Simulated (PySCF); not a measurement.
H4AsSi, doublet, at the geometry of the source list. Base run: CAMB3LYP/6-31G** (PySCF).

Geometry (Å):
```xyz
6

Si    -1.0355    -0.1327     0.4443
As     1.2888     0.1241     0.7365
H     -1.6844     1.1055    -0.0208
H     -1.4295    -1.1505    -0.5492
H      1.5267    -1.0196    -0.1990
H      1.3339     1.0733    -0.4117
```
Charge 0, spin multiplicity 2.
Orbitals are unrestricted.
All else is at PySCF's defaults.

Each row names what was changed in the base input (with any setting that the change needs).

```tsv
change	E (Eh)	HOMO (eV)	dipole (D)	<S^2>	core-seconds (rough)
base	-2527.52740	-7.25	0.57	0.752	20
functional = wb97x_v	-2527.15233	-8.20	0.60	0.752	100
functional = pbe0	-2527.01219	-6.12	0.62	0.753	10
functional = lda,vwn	-2522.92873	-4.97	0.82	0.751	6
functional = b97m_v	-2526.91423	-5.10	0.43	0.754	80
functional = hse06	-2527.01796	-5.72	0.60	0.753	30
functional = m06	-2527.34532	-5.68	0.45	0.752	10
functional = b3lyp	-2527.47265	-5.79	0.53	0.752	10
functional = b3lyp; dispersion = d3bj	-2527.48133	-5.79	0.53	0.752	10
functional = bhandhlyp	-2527.38694	-6.95	0.48	0.752	10
functional = hf	-2525.10421	-8.76	0.38	0.755	2
functional = pbe; dispersion = d3bjm	-2526.92481	-5.03	0.67	0.752	10
functional = blyp	-2527.43847	-4.76	0.57	0.752	10
```

Total energies compare only within one method and basis.

Open shells are given as the SCF converged; they aren't shown to be the lowest states, and a large step between rows can be another state.
